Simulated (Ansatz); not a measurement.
BiB10⁻, 11 atoms. Hardware: 4 threads of Arm Neoverse V1 on a shared host.

In the def2 sets Bi takes a core potential; there is no spin–orbit coupling. Correlated methods freeze 14 core orbitals; core or outer-core shells of Bi are correlated, in sets that lack core-valence functions.

Task: How many basis functions does each of these Ansatz runs have, and roughly what does it cost? r2SCANh-D4/def2-TZVPD, charge -1 singlet, energy, from earlier orbitals; PBE0-D4/def2-TZVPD, charge -1 singlet, energy, from earlier orbitals; r2SCAN-D4/def2-TZVPD, charge -1 singlet, energy, from earlier orbitals; LDA (SPW92)/def2-TZVPD, charge -1 singlet, energy, from earlier orbitals; B97M-V/def2-TZVPD, charge -1 singlet, energy, from earlier orbitals; RPA@PBE/def2-SVPD, charge -1 singlet, energy, from earlier orbitals; PBE-D4/def2-TZVPD, charge -1 singlet, energy and forces, from earlier orbitals; PBE-D4/def2-SVPD, charge -1 singlet, relaxation, 19 steps; MP2/def2-SVPD, charge -1 singlet, energy, from earlier orbitals.

Result: Other jobs shared the machine, so times can vary by a factor of up to 3. A dash marks memory too small to be measured apart from the calling script's.

| run | functions | fitting or Cholesky vectors | wall time | peak host memory (GiB) |
| --- | --- | --- | --- | --- |
| LDA (SPW92)/def2-TZVPD, charge -1 singlet, energy, from earlier orbitals | 426 | 2023 | 8 s | 0.79 |
| MP2/def2-SVPD, charge -1 singlet, energy, from earlier orbitals | 232 | 2397 | 14 s | 0.96 |
| PBE-D4/def2-TZVPD, charge -1 singlet, energy and forces, from earlier orbitals | 426 | 2023 | 15 s | 0.8 |
| RPA@PBE/def2-SVPD, charge -1 singlet, energy, from earlier orbitals | 232 | 2397 | 19 s | 1.1 |
| r2SCAN-D4/def2-TZVPD, charge -1 singlet, energy, from earlier orbitals | 426 | 2023 | 21 s | 0.84 |
| PBE0-D4/def2-TZVPD, charge -1 singlet, energy, from earlier orbitals | 426 | 2098 | 34 s | 1.6 |
| r2SCANh-D4/def2-TZVPD, charge -1 singlet, energy, from earlier orbitals | 426 | 2039 | 34 s | 1.6 |
| B97M-V/def2-TZVPD, charge -1 singlet, energy, from earlier orbitals | 426 | 2023 | 42 s | 0.97 |
| PBE-D4/def2-SVPD, charge -1 singlet, relaxation, 19 steps | 232 | 1918 | 76 s | – |
